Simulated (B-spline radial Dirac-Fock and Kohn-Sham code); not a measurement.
# Tc⁴⁺: eigenvalues, ΔSCF and the reference

System: the Tc⁴⁺ ion, configuration [Kr] 4d1 5s2 (not the ground configuration).

The density-functional columns are spherical, spin-unpolarised Dirac-Kohn-Sham results without Breit or QED terms: −ε is minus the orbital energy of the initial state and ΔSCF the difference of two total energies. The reference in the last column comes from Dirac-Fock ΔSCF + Breit + QED. All numbers are from a radial atomic solver, in eV; a selection of levels is shown. For the 1s level of heavy atoms much of the gap between ΔSCF and the reference is the Breit and QED part, -58.7 eV here; for other levels the error of the functional can be larger.

```
     level   LDA −ε  LDA ΔSCF  Dirac-Fock
    K (1s)  20888.8   21172.4     21120.9
   L1 (2s)   3032.6    3084.5      3127.2
L2 (2p1/2)   2803.1    2866.4      2873.0
L3 (2p3/2)   2685.0    2745.8      2756.5
   M1 (3s)    576.7     596.9       624.7
M2 (3p1/2)    488.5     508.9       526.4
M3 (3p3/2)    468.7     488.6       506.3
M4 (3d3/2)    312.1     333.1       333.2
M5 (3d5/2)    308.2     329.2       329.5
   N1 (4s)    129.1     138.8       144.4
N2 (4p1/2)    102.3     111.4       110.8
N3 (4p3/2)    98.98     107.9       107.5
 N4,5 (4d)    57.21     64.93       63.75
   O1 (5s)    42.41     47.06       44.42
```

Values without a named source are computed, but for edge energies of neutral atoms, which are taken from tables.
